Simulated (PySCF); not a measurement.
**Fractional electron number in Ga²⁺ (gallium, charge +2)**

The 4s alpha orbital of [Ar] 3d10 4s1 is emptied in steps (occupation f), with all orbitals relaxed, ending at [Ar] 3d10. All numbers are calculated (PySCF 2.14, the non-relativistic Hamiltonian (point nucleus), in def2-SVP). The exact energy is a straight line in f; departures are measured from the line between the end points of the same method.

| f | UHF (eV) | LDA (eV) | PBE (eV) | PBE0 (eV) | r2SCAN (eV) | LC-wPBE (eV) | BHandHLYP (eV) | HSE06 (eV) | TPSS (eV) |
| --- | --- | --- | --- | --- | --- | --- | --- | --- | --- |
| 1 | 0.000 | 0.000 | 0.000 | 0.000 | 0.000 | 0.000 | 0.000 | 0.000 | 0.000 |
| 0.9 | 0.008 | -0.415 | -0.419 | -0.309 | -0.364 | -0.050 | -0.219 | -0.340 | -0.395 |
| 0.7 | 0.019 | -0.962 | -0.979 | -0.719 | -0.840 | -0.114 | -0.514 | -0.788 | -0.920 |
| 0.5 | 0.023 | -1.134 | -1.165 | -0.856 | -0.984 | -0.136 | -0.615 | -0.934 | -1.099 |
| 0.3 | 0.019 | -0.940 | -0.978 | -0.718 | -0.813 | -0.119 | -0.521 | -0.785 | -0.932 |
| 0.1 | 0.008 | -0.394 | -0.417 | -0.305 | -0.342 | -0.055 | -0.227 | -0.335 | -0.403 |
| 0 | 0.000 | 0.000 | 0.000 | 0.000 | 0.000 | 0.000 | 0.000 | 0.000 | 0.000 |

```
   method  E(f=0) − E(f=1) (eV)  −ε at f=1 (eV)  −ε at f=0.5 (eV)
      UHF                29.107          29.200            29.106
      LDA                31.186          26.561            31.249
      PBE                30.890          26.229            30.890
     PBE0                30.540          27.109            30.544
   r2SCAN                30.629          26.568            30.715
  LC-wPBE                30.502          29.934            30.488
BHandHLYP                30.465          28.029            30.445
    HSE06                30.610          26.819            30.618
     TPSS                30.514          26.126            30.481
```

Orbital energy along the path (eV):

| f | UHF | LDA | PBE | PBE0 | r2SCAN | LC-wPBE | BHandHLYP | HSE06 | TPSS |
| --- | --- | --- | --- | --- | --- | --- | --- | --- | --- |
| 1 | -29.200 | -26.561 | -26.229 | -27.109 | -26.568 | -29.934 | -28.029 | -26.819 | -26.126 |
| 0.9 | -29.180 | -27.509 | -27.162 | -27.799 | -27.411 | -30.062 | -28.511 | -27.597 | -27.010 |
| 0.7 | -29.143 | -29.392 | -29.027 | -29.174 | -29.087 | -30.293 | -29.476 | -29.129 | -28.757 |
| 0.5 | -29.106 | -31.249 | -30.890 | -30.544 | -30.715 | -30.488 | -30.445 | -30.618 | -30.481 |
| 0.3 | -29.070 | -33.054 | -32.760 | -31.917 | -32.238 | -30.688 | -31.425 | -32.099 | -32.231 |
| 0.1 | -29.036 | -34.748 | -34.629 | -33.285 | -33.719 | -30.974 | -32.455 | -33.616 | -34.097 |
| 0 | -29.019 | -35.484 | -35.433 | -33.850 | -34.332 | -31.133 | -33.034 | -34.256 | -34.950 |

Reference removal energy between the ground levels: 30.726 eV (measured; NIST Atomic Spectra Database, ionization energies). UHF lacks correlation.
